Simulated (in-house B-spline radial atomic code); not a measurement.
**LC-wPBE excitations of neutral zinc**

Method: LC-wPBE. Computed with an all-electron radial atomic-structure program (B-spline basis): linear response of the closed shell [Ar] 3d10 4s2 with the functional's adiabatic kernel; scalar-relativistic (spin-free one-electron X2C), finite nucleus, no spin-orbit coupling, no double excitations, S, P, D and F terms only; shells from n = 2 respond. Only terms of natural parity with L up to 3 were computed.

Command:
```bash
python run_td.py task.json out
```
Settings (radii: box in bohr, nucleus in fm):
```
Z                        30
electrons                30
configuration            [Ar] 3d10 4s2
hamiltonian              x2c
method                   lc_wpbe
box_radius               75
rms_radius               3.9283
intervals                77
```

Time taken, with all properties: 2.5 s on 1 thread of Intel(R) Xeon(R) Platinum 8488C (Sapphire Rapids), on a shared host.

The lowest states, in the order of their Tamm-Dancoff energies; the method's threshold (minus the highest occupied level) is 9.094 eV. Labels give the largest channel, * marks a mixed state, and oscillator strengths are full-response dipole values. Measured ¹D terms are left out, since they can mix with doubly excited terms. Semilocal kernels can invert the small singlet-triplet splittings of Rydberg terms. Energies in eV:

```
     state  full response  Tamm-Dancoff  oscillator strength  measured (J-weighted term)
4s → 4p 3P          3.344         3.658                    -                       4.054
4s → 4p 1P          5.491         5.647                 1.37                       5.796
4s → 5s 3S          6.411         6.419                    -                       6.654
4s → 5s 1S          6.741         6.756                    -                       6.917
4s → 5p 3P          7.303         7.317                    -                           -
4s → 5p 1P              ?             ?                    ?                           -
4s → 4d 3D          7.539         7.540                    -                       7.783
4s → 4d 1D          7.574         7.575                    -                           -
4s → 6s 3S          7.830         7.832                    -                           -
4s → 6s 1S              ?             ?                    -                           -
4s → 6p 3P          8.142         8.147                    -                           -
4s → 6p 1P          8.207         8.215              0.00663                           -
4s → 5d 3D          8.221         8.222                    -                       8.503
4s → 5d 1D          8.238         8.239                    -                           -
4s → 4f 3F          8.243         8.243                    -                           -
4s → 4f 1F          8.244         8.244                    -                           -
```

Question: Where does 4s → 5p 1P lie?

Answer: At 7.499 eV in full response, 7.525 eV in Tamm-Dancoff, oscillator strength 0.0498.

Question: Where does 4s → 6s 1S lie?

Answer: At 7.921 eV in full response, 7.926 eV in Tamm-Dancoff.

Question: How large is the singlet-triplet splitting of 4s → 4p (P terms) in Tamm-Dancoff?

Answer: 1.99 eV, from the unrounded values.

Question: What polarisabilities and dispersion coefficient does the method give?

Answer: Dipole 41.39 bohr³, quadrupole 296.2 bohr⁵, C6 309.6 hartree·bohr⁶ for two such species. Recommended dipole value: 38.67 ± 0.3 bohr³ (Schwerdtfeger and Nagle, table of static dipole polarizabilities (2023 update)), which includes relativity and correlation.
